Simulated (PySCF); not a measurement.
# What went wrong, or what changed?

The sound run of Hf(OH)4 (singlet) uses PySCF 2.14.0, RKS BP86, Hf def2-SVP with ECP60, O def2-SVP, H def2-SVP; non-relativistic Hamiltonian with scalar-relativistic core potentials where named; density fitting; no spin-orbit coupling, grid (50, 194), threshold 1e-8 and 55 cycles at the relaxed geometry. This run differs:

```python
mol = gto.M(atom='''
Hf    -0.06676     0.00000     0.23866
O      1.67765    -0.00001    -0.61603
H      2.58754    -0.00001    -0.93440
O     -0.24506     1.58965     1.34322
H     -0.41848     2.37966     1.86769
O     -1.44928    -0.00001    -1.13381
H     -1.90749    -0.00002    -1.98296
O     -0.24506    -1.58962     1.34325
H     -0.41848    -2.37962     1.86775''',
    basis={'Hf': 'def2-SVP', 'O': 'def2-SVP', 'H': 'def2-SVP'},
    ecp={'Hf': 'def2-SVP'},
    charge=0, spin=0)
mf = dft.RKS(mol, xc='B88,P86')
mf.grids.atom_grid = (50, 194)
mf = mf.density_fit()  # fitting sets: Hf def2-universal-JKFIT, O def2-universal-JKFIT, H def2-universal-JKFIT
mf.conv_tol = 1e-08; mf.max_cycle = 84
mf.kernel(mf.get_init_guess(key='1e'))
mf.nuc_grad_method().kernel()
```

Problem. What was changed, and how did it end?

Solution. The start was changed to the bare core Hamiltonian. It converged in 14 cycles, 0.000 eV from the sound run, largest force component 0.02 eV/Å. The cycle limit differs too. No harm here: the result survives it.
```
init E= -323.940591165722
cycle= 1 E= -312.659083690357  delta_E= 11.3  |g|= 6.73  |ddm|= 38.6
cycle= 2 E= -330.40950047185  delta_E= -17.8  |g|= 8.56  |ddm|= 37.8
cycle= 3 E= -346.145564105379  delta_E= -15.7  |g|= 4.98  |ddm|= 5.83
cycle= 4 E= -348.653171761364  delta_E= -2.51  |g|= 3.71  |ddm|= 1.03
cycle= 5 E= -350.73845522637  delta_E= -2.09  |g|= 1.94  |ddm|= 1.61
...
cycle= 12 E= -351.435833562731  delta_E= -5.22e-07  |g|= 0.000155  |ddm|= 0.00117
cycle= 13 E= -351.435833586437  delta_E= -2.37e-08  |g|= 1.57e-05  |ddm|= 0.000164
cycle= 14 E= -351.435833586506  delta_E= -6.87e-11  |g|= 3.6e-06  |ddm|= 1.94e-05
Extra cycle  E= -351.435833586497  delta_E= 8.64e-12  |g|= 7.2e-06  |ddm|= 8.73e-06
converged SCF energy = -351.435833586497
```

Run from Python with OMP_NUM_THREADS=2; the lines above give its settings.
It took 6 s on 2 threads of Arm Neoverse V1, on a shared host.
